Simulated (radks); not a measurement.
Spin polarisation of the 6p1 shell in Pb+. Start: [Hg] 6p(up 0.5, down 0.5); electrons of 6p are moved from spin down to spin up, other shells keep equal spins. All-electron calculation, scalar-relativistic Kohn-Sham, PBE, spin-polarised, spherical densities, point nucleus. Program: a radial shooting solver on a logarithmic mesh with Libxc functionals.

moment (Bohr magnetons) = 0: E - E(0) (eV) 0.000; e(6p up) (eV) -9.857; e(6p down) (eV) -9.857; 6s down minus up (eV) 0.000
moment (Bohr magnetons) = 0.25: E - E(0) (eV) -0.012; e(6p up) (eV) -9.948; e(6p down) (eV) -9.761; 6s down minus up (eV) 0.161
moment (Bohr magnetons) = 0.5: E - E(0) (eV) -0.047; e(6p up) (eV) -10.034; e(6p down) (eV) -9.661; 6s down minus up (eV) 0.322
moment (Bohr magnetons) = 0.75: E - E(0) (eV) -0.105; e(6p up) (eV) -10.116; e(6p down) (eV) -9.553; 6s down minus up (eV) 0.483
moment (Bohr magnetons) = 1: E - E(0) (eV) -0.188; e(6p up) (eV) -10.195; e(6p down) (eV) -9.429; 6s down minus up (eV) 0.644

At moment 1 the spin-polarisation energy is -0.188 eV and the 6p exchange splitting 0.766 eV, that is 0.766 eV per Bohr magneton; E = -I m^2/4 would give I = 0.752 eV.
